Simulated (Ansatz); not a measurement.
`C[N](C)[Ge][Cl]` → `[Cl][GeH]` + `C=NC` at 298.15 K and 1 bar (β-hydride elimination).

Computed with Ansatz on PBE0-D4/def2-TZVP structures; ΔE is electronic, products minus reactants. CCSD(T)/CBS is the MP2 limit (def2-TZVPP, def2-QZVPP) plus CCSD(T) − MP2 in def2-TZVPP, frozen cores. For Ge outer-core shells are correlated without core-valence functions, which leaves a few kJ/mol of doubt a bond. Scalar relativity is left out up to krypton. One conformer a species, not always the lowest.

```csv
species,CCSD(T)/CBS energy (Eh),H − E (kJ/mol),S (J/(mol·K))
`C[N](C)[Ge][Cl]`,-2670.35761,240.6,355.8
`[Cl][GeH]`,-2536.49422,29.1,264.4
`C=NC`,-133.77870,191.7,260.0
```

H − E and S are ideal-gas, rigid-rotor, harmonic terms from PBE0-D4/def2-TZVP, for one conformer and one mirror image of each species. 1 Eh = 2625.50 kJ/mol, R = 8.31446 J/(mol·K).

By hand: ΔE, ΔH, ΔS and ΔG.

ΔE = (-2536.49422) + (-133.77870) − (-2670.35761) = 0.08469 Eh = 222.4 kJ/mol. Δ(H − E) = 29.1 + 191.7 − 240.6 = -19.8, so ΔH = 202.6 kJ/mol. ΔS = 264.4 + 260.0 − 355.8 = 168.6 J/(mol·K). ΔG = 202.6 − 298.15 × (168.6)/1000 = 152.3 kJ/mol.

By hand: the equilibrium constant, and the temperature at which ΔG would vanish if ΔH and ΔS stayed fixed.

log₁₀ K = −ΔG/(RT ln 10) = -26.7. ΔG = 0 at ΔH/ΔS = 1202 K.

The number of gas molecules changes by +1, which sets the sign of ΔS. A doubt of 5 kJ/mol in ΔE shifts log₁₀ K by 0.9 here. Other conformers and mirror images would add mixing entropy, several J/(mol·K) or more a flexible species. These are equilibria of isolated gas molecules and say nothing of rates. Largest T1 diagnostic: 0.014 (customary marks: 0.02 for closed shells, 0.045 for open ones).
